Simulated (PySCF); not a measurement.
Radial density of Os⁴⁹⁺ (osmium, charge +49)

UHF, [Ar] 3d9, 2D determinant. Computed with PySCF 2.14 in an even-tempered Gaussian basis (17 s from 11 bohr⁻², ratio 2.5; 13 p from 14 bohr⁻², ratio 2.5; 8 d from 14 bohr⁻², ratio 2.5; 4 f from 60 bohr⁻², ratio 2.7; 3 g from 90 bohr⁻², ratio 2.7), with the spin-free X2C one-electron Hamiltonian (Gaussian nucleus).

| r (bohr) | 4πr²ρ (e/bohr) | 4πr²(ρα − ρβ) |
| --- | --- | --- |
| 0.0162 | 98.65 | 0.0047 |
| 0.0273 | 93.36 | 0.0643 |
| 0.0459 | 131.4 | 0.5662 |
| 0.0772 | 113.4 | 2.8831 |
| 0.130 | 103.8 | 6.3133 |
| 0.218 | 73.10 | 3.5162 |
| 0.367 | 4.452 | 0.2072 |
| 0.618 | 0.01252 | 0.0006 |

Densities and radii are taken from the X2C orbitals without a picture-change correction, which distorts them close to the nucleus.

Spin-orbit coupling, absent here, splits the open shell strongly.
